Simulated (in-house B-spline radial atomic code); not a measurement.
## Removing one electron from Ca2+

Closed shell [Ne] 3s2 3p6. Computed with an all-electron radial atomic-structure program (B-spline basis): Koopmans values of Dirac-Hartree-Fock plus a diagonal self-energy, in second order or with its direct term screened (direct RPA, with the hole-particle interaction, or full time-dependent Hartree-Fock), linearised in energy; no-pair Dirac-Coulomb Hamiltonian, finite nucleus. Shifts add to the Koopmans value (the ΔSCF shift is orbital relaxation alone); the final value takes TDHF screening with Breit and QED.

Command:
```bash
python run_mb.py task.json out
```
Settings (nuclear radius in fm, box in bohr, cutoff in hartree):
```
basis_form          2
Z                   20
core_configuration  [Ne] 3s2 3p6
rms_radius          3.4776
mass_number         40
speed_of_light      137.036
box_radius          16.642
lmax                7
intervals           65
virtual_cutoff      1600.0
```

Time taken, with all properties: 8 s on 1 thread of Intel(R) Xeon(R) Platinum 8559C (shared host).

Energies in eV:

| subshell | Koopmans | ΔSCF shift | second order | direct RPA | hole-particle | TDHF | Breit + QED | final |
| --- | --- | --- | --- | --- | --- | --- | --- | --- |
| 3p3/2 | 50.94 | -1.154 | ? | ? | ? | ? | ? | ? |
| 3p1/2 | 51.36 | -1.174 | 0.009 | 0.291 | -0.025 | -0.010 | -0.019 | 51.33 |

(1) What does the self-energy do to 3p3/2?

Answers

(1) It shifts the removal energy by 0.030 eV in second order, 0.298 with direct RPA, -0.008 with the hole-particle term and 0.008 with TDHF screening (quasi-particle weight 0.956); Breit and QED add -0.006 eV. The final value is 50.94 eV, against 50.913 eV (NIST, measured).
